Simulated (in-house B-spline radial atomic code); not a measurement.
Multiplet parameters of the 4d8 shell in Sn6+ ([Kr] 4d8). Level of theory: non-relativistic Hartree-Fock, average of configuration, point nucleus; calculated with a B-spline radial code for spherical atoms.

Slater integrals: F^2 = 101378 cm⁻¹, F^4 = 67549 cm⁻¹. Central-field spin-orbit parameter ζ(4d) = 3754 cm⁻¹ (bare central field on non-relativistic orbitals, without two-electron terms: too large for light atoms, too small for heavy ones).

**Question.** What are Racah's B and C?

**Answer.** B = F^2/49 - 5F^4/441 = 1303 cm⁻¹, C = 35F^4/441 = 5361 cm⁻¹, C/B = 4.11.

**Question.** Where do the terms lie in LS coupling, without spin-orbit interaction?

**Answer.** In cm⁻¹ above the Hund's-rule term:
| term | expression | energy |
| --- | --- | --- |
| 3F | 0B + 0C | 0 |
| 1D | 5B + 2C | 17237 |
| 3P | 15B + 0C | 19546 |
| 1G | 12B + 2C | 26359 |
| 1S | 22B + 7C | 66195 |

**Question.** How far can these numbers be trusted?

**Answer.** Unscaled Hartree-Fock integrals overestimate measured term splittings, because correlation screens the repulsion; fits to spectra scale them down, most for low charges. Here ζ is 2.88 times B, so spin-orbit coupling rivals the gaps between some terms: low levels can stay fairly pure, while close terms of equal J mix strongly.
